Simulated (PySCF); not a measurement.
**Worked example: entropy of an ideal gas**

ClFH₂OSi, SMILES O[SiH](F)Cl.

Geometry optimised at PBE-D3(BJ)/def2-SVP. The values are those of a single conformer.

PBE-D3(BJ)/def2-SVP (PySCF) gives the harmonic wavenumbers 181, 242, 302, 336, 539, 742, 801, 833, 874, 956, 2283, 3764 cm⁻¹ and the rotational temperatures 0.3126, 0.1617, 0.1184 K. The molar mass is 100.55 g/mol, the symmetry number 1, the spin multiplicity 1.

Work out the entropy at 298.15 K and 1 atm in the rigid-rotor, harmonic-oscillator model.


Translation (Sackur–Tetrode at 1 atm): S = R[1.5 ln M + 2.5 ln T − 1.16487] = 166.2 J/(mol K).
Rotation: q = (√π/σ) T^1.5/√(θA θB θC) = 118000, S = R[ln q + 3/2] = 109.6 J/(mol K).
Vibration: with u = 1.4388 ν/T, each mode gives R[u/(e^u − 1) − ln(1 − e^−u)]:
```csv
ν (cm⁻¹),modes,u,S (J/(mol K))
181,1,0.87,9.70
242,1,1.17,7.48
302,1,1.46,5.88
336,1,1.62,5.15
539,1,2.60,2.37
742,1,3.58,1.09
801,1,3.87,0.86
833,1,4.02,0.76
874,1,4.22,0.65
956,1,4.61,0.47
```
The stiffer modes add less than 0.005 each. Sum 34.4 J/(mol K).
Spin: R ln 1 = 0.0 J/(mol K).
Total 310.2 J/(mol K); the program's own thermochemistry gives 310.2. Translation makes up 54 % and vibration 11 %. Anharmonicity, hindered rotation and orbital degeneracy are left out.
